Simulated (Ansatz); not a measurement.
Ansatz (a program for electronic structure) input (B3LYP-D3(BJ)/def2-TZVP):

Ansatz 0.2 input:
```yaml
crystal:
  periodic: [false, false, false]
  atoms:
    - {symbol: Ge, position_ang: [-0.17166498, 0.01610315, 0.25299956]}
    - {symbol: O, position_ang: [-1.13774703, -1.22265243, -0.40045561]}
    - {symbol: F, position_ang: [0.02314146, 1.44216773, -0.86529782]}
    - {symbol: F, position_ang: [1.59855361, -0.41262120, 0.32170436]}
basis:
  gaussian:
    orbitals: def2-TZVP
hamiltonian:
  xc: b3lyp
  dispersion: d3bj
total_charge: -1
magnetization: {spin_polarized: true, initial_magnetization: 1}
phonons: {temperatures: {t_min: 298.15, t_max: 298.15, t_step: 100}}
```

Output:

```
Functional definition: B3LYP
integrals: 0.05 GiB planned
852 factors; their error is unknown
mean field: 0.73 GiB planned
mean field evaluation 1: about -64001.6096 eV, gradient 3.6e1 eV
mean field evaluation 2: about -63927.9804 eV, gradient 1.3e2 eV
mean field evaluation 4: about -64006.2637 eV, gradient 1.0e1 eV
mean field evaluation 8: about -64006.5541 eV, gradient 8.2e-2 eV
mean field evaluation 16: about -64006.7873 eV, gradient 7.4e-4 eV
mean field -64006.78725156 eV, -2352.2060461361 hartree, gradient 7.5e-5 eV, S^2 0.756669; 0 other end points of the search recorded, 0 dependent functions left out
the calculation of the forces begins
reference -64006.78742679 eV, -2352.2060525759 hartree; 30, 29 occupied and 111, 112 virtual orbitals, 852 factors
these checks for a lower state are left out or cut short: stability, starts, cluster_reference, orbital_swaps, neighbouring_geometries, increment
integrals: 0.05 GiB planned
852 factors; their error is unknown
mean field: 0.73 GiB planned
mean field -64006.78713499 eV, -2352.2060418525 hartree, gradient 2.8e-6 eV, S^2 0.756725; 0 other end points of the search recorded, 0 dependent functions left out
the calculation of the forces begins
reference -64006.78731029 eV, -2352.2060482943 hartree; 30, 29 occupied and 111, 112 virtual orbitals, 852 factors
these checks for a lower state are left out or cut short: stability, starts, cluster_reference, orbital_swaps, neighbouring_geometries, increment
integrals: 0.05 GiB planned
852 factors; their error is unknown
mean field: 0.73 GiB planned
mean field evaluation 32: about -64006.7871 eV, gradient 1.8e-6 eV
mean field -64006.78713608 eV, -2352.2060418923 hartree, gradient 1.8e-6 eV, S^2 0.756615; 0 other end points of the search recorded, 0 dependent functions left out
the calculation of the forces begins
reference -64006.78731126 eV, -2352.2060483300 hartree; 30, 29 occupied and 111, 112 virtual orbitals, 852 factors
these checks for a lower state are left out or cut short: stability, starts, cluster_reference, orbital_swaps, neighbouring_geometries, increment
integrals: 0.05 GiB planned
852 factors; their error is unknown
mean field: 0.73 GiB planned
mean field -64006.78719758 eV, -2352.2060441525 hartree, gradient 1.5e-6 eV, S^2 0.756626; 0 other end points of the search recorded, 0 dependent functions left out
the calculation of the forces begins
reference -64006.78737287 eV, -2352.2060505941 hartree; 30, 29 occupied and 111, 112 virtual orbitals, 852 factors
these checks for a lower state are left out or cut short: stability, starts, cluster_reference, orbital_swaps, neighbouring_geometries, increment
integrals: 0.05 GiB planned
852 factors; their error is unknown
mean field: 0.73 GiB planned
mean field -64006.78719797 eV, -2352.2060441668 hartree, gradient 9.8e-7 eV, S^2 0.756713; 0 other end points of the search recorded, 0 dependent functions left out
the calculation of the forces begins
reference -64006.78737316 eV, -2352.2060506048 hartree; 30, 29 occupied and 111, 112 virtual orbitals, 852 factors
these checks for a lower state are left out or cut short: stability, starts, cluster_reference, orbital_swaps, neighbouring_geometries, increment
integrals: 0.05 GiB planned
852 factors; their error is unknown
mean field: 0.73 GiB planned
mean field -64006.78714966 eV, -2352.2060423915 hartree, gradient 1.9e-6 eV, S^2 0.756616; 0 other end points of the search recorded, 0 dependent functions left out
the calculation of the forces begins
reference -64006.78732483 eV, -2352.2060488290 hartree; 30, 29 occupied and 111, 112 virtual orbitals, 852 factors
these checks for a lower state are left out or cut short: stability, starts, cluster_reference, orbital_swaps, neighbouring_geometries, increment
integrals: 0.05 GiB planned
852 factors; their error is unknown
mean field: 0.73 GiB planned
mean field -64006.78719585 eV, -2352.2060440890 hartree, gradient 1.7e-6 eV, S^2 0.756723; 0 other end points of the search recorded, 0 dependent functions left out
the calculation of the forces begins
reference -64006.78737115 eV, -2352.2060505311 hartree; 30, 29 occupied and 111, 112 virtual orbitals, 852 factors
these checks for a lower state are left out or cut short: stability, starts, cluster_reference, orbital_swaps, neighbouring_geometries, increment
integrals: 0.05 GiB planned
852 factors; their error is unknown
mean field: 0.73 GiB planned
mean field evaluation 64: about -64006.7872 eV, gradient 1.1e-4 eV
mean field -64006.78724107 eV, -2352.2060457508 hartree, gradient 1.9e-6 eV, S^2 0.756698; 0 other end points of the search recorded, 0 dependent functions left out
the calculation of the forces begins
reference -64006.78741630 eV, -2352.2060521903 hartree; 30, 29 occupied and 111, 112 virtual orbitals, 852 factors
these checks for a lower state are left out or cut short: stability, starts, cluster_reference, orbital_swaps, neighbouring_geometries, increment
integrals: 0.05 GiB planned
852 factors; their error is unknown
mean field: 0.73 GiB planned
mean field -64006.78723949 eV, -2352.2060456926 hartree, gradient 2.7e-6 eV, S^2 0.756641; 0 other end points of the search recorded, 0 dependent functions left out
the calculation of the forces begins
reference -64006.78741473 eV, -2352.2060521327 hartree; 30, 29 occupied and 111, 112 virtual orbitals, 852 factors
these checks for a lower state are left out or cut short: stability, starts, cluster_reference, orbital_swaps, neighbouring_geometries, increment
integrals: 0.05 GiB planned
852 factors; their error is unknown
mean field: 0.73 GiB planned
mean field -64006.78724632 eV, -2352.2060459437 hartree, gradient 2.6e-6 eV, S^2 0.756669; 0 other end points of the search recorded, 0 dependent functions left out
the calculation of the forces begins
reference -64006.78742157 eV, -2352.2060523838 hartree; 30, 29 occupied and 111, 112 virtual orbitals, 852 factors
these checks for a lower state are left out or cut short: stability, starts, cluster_reference, orbital_swaps, neighbouring_geometries, increment
integrals: 0.05 GiB planned
852 factors; their error is unknown
mean field: 0.73 GiB planned
mean field -64006.78724574 eV, -2352.2060459222 hartree, gradient 2.4e-6 eV, S^2 0.756670; 0 other end points of the search recorded, 0 dependent functions left out
the calculation of the forces begins
reference -64006.78742097 eV, -2352.2060523617 hartree; 30, 29 occupied and 111, 112 virtual orbitals, 852 factors
these checks for a lower state are left out or cut short: stability, starts, cluster_reference, orbital_swaps, neighbouring_geometries, increment
integrals: 0.05 GiB planned
852 factors; their error is unknown
mean field: 0.73 GiB planned
mean field -64006.78723676 eV, -2352.2060455924 hartree, gradient 1.8e-6 eV, S^2 0.756668; 0 other end points of the search recorded, 0 dependent functions left out
the calculation of the forces begins
reference -64006.78741200 eV, -2352.2060520321 hartree; 30, 29 occupied and 111, 112 virtual orbitals, 852 factors
these checks for a lower state are left out or cut short: stability, starts, cluster_reference, orbital_swaps, neighbouring_geometries, increment
integrals: 0.05 GiB planned
852 factors; their error is unknown
mean field: 0.73 GiB planned
mean field evaluation 96: about -64006.7872 eV, gradient 2.1e-6 eV
mean field -64006.78720092 eV, -2352.2060442753 hartree, gradient 2.1e-6 eV, S^2 0.756671; 0 other end points of the search recorded, 0 dependent functions left out
the calculation of the forces begins
reference -64006.78737616 eV, -2352.2060507153 hartree; 30, 29 occupied and 111, 112 virtual orbitals, 852 factors
these checks for a lower state are left out or cut short: stability, starts, cluster_reference, orbital_swaps, neighbouring_geometries, increment
integrals: 0.05 GiB planned
852 factors; their error is unknown
mean field: 0.73 GiB planned
mean field -64006.78722396 eV, -2352.2060451218 hartree, gradient 1.9e-6 eV, S^2 0.756658; 0 other end points of the search recorded, 0 dependent functions left out
the calculation of the forces begins
reference -64006.78739923 eV, -2352.2060515629 hartree; 30, 29 occupied and 111, 112 virtual orbitals, 852 factors
these checks for a lower state are left out or cut short: stability, starts, cluster_reference, orbital_swaps, neighbouring_geometries, increment
integrals: 0.05 GiB planned
852 factors; their error is unknown
mean field: 0.73 GiB planned
mean field -64006.78723603 eV, -2352.2060455656 hartree, gradient 1.7e-6 eV, S^2 0.756681; 0 other end points of the search recorded, 0 dependent functions left out
the calculation of the forces begins
reference -64006.78741123 eV, -2352.2060520041 hartree; 30, 29 occupied and 111, 112 virtual orbitals, 852 factors
Total energy: -64006.88085757 eV, -2352.2094860935 hartree
Atom 0 at    -0.171665     0.016103     0.253000 Å, force    -0.000314    -0.000361    -0.000146 eV/Å
Atom 1 at    -1.137747    -1.222652    -0.400456 Å, force    -0.000005     0.000099     0.000160 eV/Å
Atom 2 at     0.023141     1.442168    -0.865298 Å, force     0.000117     0.000182    -0.000039 eV/Å
Atom 3 at     1.598554    -0.412621     0.321704 Å, force     0.000202     0.000081     0.000025 eV/Å
Dipole moment:     0.109539     0.325512     0.363257 e Å
Vibrations: 214.74 221.10 247.42 538.98 554.98 782.14 cm⁻¹, zero-point energy 0.158660 eV
```
